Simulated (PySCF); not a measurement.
A structure optimised at GFN2-xTB (Å):
```
C 
C   1  1.3218
C   2  1.4856  1  124.63
Si  3  1.9206  2  111.25  1   104.05
Si  4  2.3184  3  110.36  2   -64.04
C   5  1.9173  4  110.41  3    68.64
Cl  6  1.7859  5  109.04  4    51.36
H   1  1.0789  2  121.61  3     1.85
H   1  1.0768  2  122.11  3  -179.06
H   2  1.0826  1  119.90  3   178.15
H   3  1.0911  2  110.03  1   -17.38
H   3  1.0906  2  109.56  1  -135.50
H   4  1.4681  3  107.56  2    61.37
H   4  1.4720  3  106.41  2   175.13
H   5  1.4728  4  116.03  3   -49.36
H   5  1.4680  4  113.77  3  -172.92
H   6  1.0875  5  112.75  4   -66.59
H   6  1.0873  5  113.26  4   169.67
```
Z-matrix in Å and degrees, rows numbered from 1.

Neutral, closed shell.

Q: Read off the bonds between heavy atoms and their formal orders.

A: C1–C2 (double); C2–C3 (single); C3–Si4 (single); Si4–Si5 (single); Si5–C6 (single); C6–Cl7 (single). Hydrogens: H8, H9 on C1; H10 on C2; H11, H12 on C3; H13, H14 on Si4; H15, H16 on Si5; H17, H18 on C6.

Q: Give the structure as a SMILES string.

A: `C=CC[SiH2][SiH2]CCl`, C4H11ClSi2. Among its features: C=C double bond, C–Cl bond, Si–H bond and C–Si bond.

Q: Name the point group.

A: C1 (no symmetry element, even within 0.4 Å).

Q: Classify the heavy atoms.

A: C1: terminal =CH2 carbon; C2: alkene CH carbon; C3: sp3 carbon bound to silicon; Si4: SiH2 silicon; Si5: SiH2 silicon; C6: sp3 C–Cl carbon; Cl7: alkyl chlorine.

Q: What is the arrangement about C6?

A: It has 4 neighbours (Si5, Cl7, H17, H18) and is distorted tetrahedral (angles from 106.4° to 113.3°).

Q: What is the arrangement about Si4?

A: It has 4 neighbours (C3, Si5, H13, H14) and is distorted tetrahedral (angles from 106.4° to 114.4°).

All values are computed, not measured.
